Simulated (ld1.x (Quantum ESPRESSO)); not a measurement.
**Scattering properties, PAW potential for Ag**

| Property | Result |
| --- | --- |
| Element | Ag (Z = 47) |
| Generator | ld1.x (Quantum ESPRESSO) 7.5 |
| Type | PAW |
| Functional | PBEsol |
| Relativity | scalar-relativistic |
| Frozen core | [Ar] 3d10 |
| Valence charge | 19 |
| Reference configuration | 4s2 4p6 4d10 5s1 5p0 |
| Partial waves | 4s (bound): rcut 1.25, rcutus 1.35 bohr; 5s (bound): rcut 1.25, rcutus 1.35 bohr; 4p (bound): rcut 1.35, rcutus 1.50 bohr; 5p (bound, empty): rcut 1.35, rcutus 1.50 bohr; 4d (bound): rcut 1.35, rcutus 1.80 bohr; 4d channel at 0.15 Ry: rcut 1.35, rcutus 1.80 bohr; 4f channel at -0.05 Ry: rc 1.40 bohr |
| Local potential | the f channel |
| Core correction | Bessel-smoothed model core, default radius (core density twice the valence density) |
| Augmentation charge | BESSEL, radius 1.35 bohr |

The phase is arctan(r·u′/u) with u = r·R(r), unwrapped; energies in Ry, scanned from -9 to 5 Ry. A pole is an energy at which the radial function vanishes at the test radius. The pseudo phase is shifted by a multiple of π to meet the all-electron one at the reference energy, and phase errors are pseudo minus all-electron; the curves can meet again beyond the range given. Levels narrower than the energy grid can be missing from the lists of poles.

| channel | radius (bohr) | reference energy (Ry) | poles, all-electron | poles, pseudo | unbroken range about the reference energy with phases within 0.05 rad | phase error 1 Ry above the reference energy (rad) |
| --- | --- | --- | --- | --- | --- | --- |
| s | 1.95 | -0.32 | -6.84 | -6.84 | the whole range | -0.000 |
| p | 1.95 | -0.05 | -4.02 | -4.02 | the whole range | +0.000 |
| d | 1.95 | -0.55 | 0.37 | 0.37 | below 4.2 | -0.000 |
| f | 1.95 | -0.05 | none | none | the whole range | +0.000 |

The ghost test of this file was not conclusive. Its overlap operator is not positive definite in a basis up to 400 Ry (lowest eigenvalue s -0.05), so the file is unfit for use: the generalised eigenproblem breaks down once the basis is large enough, and its test numbers describe a broken file.

Phases in the p channel:

```json
{"E (Ry)": "-9.00", "all-electron": "1.382", "pseudo": "1.382"}
{"E (Ry)": "-8.52", "all-electron": "1.374", "pseudo": "1.374"}
{"E (Ry)": "-8.04", "all-electron": "1.365", "pseudo": "1.366"}
{"E (Ry)": "-7.56", "all-electron": "1.355", "pseudo": "1.355"}
{"E (Ry)": "-7.08", "all-electron": "1.342", "pseudo": "1.342"}
{"E (Ry)": "-6.60", "all-electron": "1.326", "pseudo": "1.326"}
{"E (Ry)": "-6.12", "all-electron": "1.302", "pseudo": "1.302"}
{"E (Ry)": "-5.64", "all-electron": "1.263", "pseudo": "1.263"}
{"E (Ry)": "-5.16", "all-electron": "1.176", "pseudo": "1.176"}
{"E (Ry)": "-4.68", "all-electron": "0.703", "pseudo": "0.703"}
{"E (Ry)": "-4.20", "all-electron": "-1.444", "pseudo": "-1.444"}
{"E (Ry)": "-3.72", "all-electron": "-1.663", "pseudo": "-1.663"}
{"E (Ry)": "-3.24", "all-electron": "-1.732", "pseudo": "-1.732"}
{"E (Ry)": "-2.76", "all-electron": "-1.773", "pseudo": "-1.773"}
{"E (Ry)": "-2.28", "all-electron": "-1.807", "pseudo": "-1.807"}
{"E (Ry)": "-1.80", "all-electron": "-1.839", "pseudo": "-1.839"}
{"E (Ry)": "-1.32", "all-electron": "-1.875", "pseudo": "-1.875"}
{"E (Ry)": "-0.84", "all-electron": "-1.916", "pseudo": "-1.916"}
{"E (Ry)": "-0.36", "all-electron": "-1.968", "pseudo": "-1.968"}
{"E (Ry)": "0.12", "all-electron": "-2.038", "pseudo": "-2.038"}
{"E (Ry)": "0.60", "all-electron": "-2.137", "pseudo": "-2.137"}
{"E (Ry)": "1.08", "all-electron": "-2.289", "pseudo": "-2.289"}
{"E (Ry)": "1.56", "all-electron": "-2.542", "pseudo": "-2.542"}
{"E (Ry)": "2.04", "all-electron": "-2.959", "pseudo": "-2.957"}
{"E (Ry)": "2.52", "all-electron": "-3.491", "pseudo": "-3.487"}
{"E (Ry)": "3.00", "all-electron": "-3.916", "pseudo": "-3.912"}
{"E (Ry)": "3.48", "all-electron": "-4.175", "pseudo": "-4.171"}
{"E (Ry)": "3.96", "all-electron": "-4.331", "pseudo": "-4.327"}
{"E (Ry)": "4.44", "all-electron": "-4.431", "pseudo": "-4.428"}
{"E (Ry)": "4.92", "all-electron": "-4.501", "pseudo": "-4.497"}
```
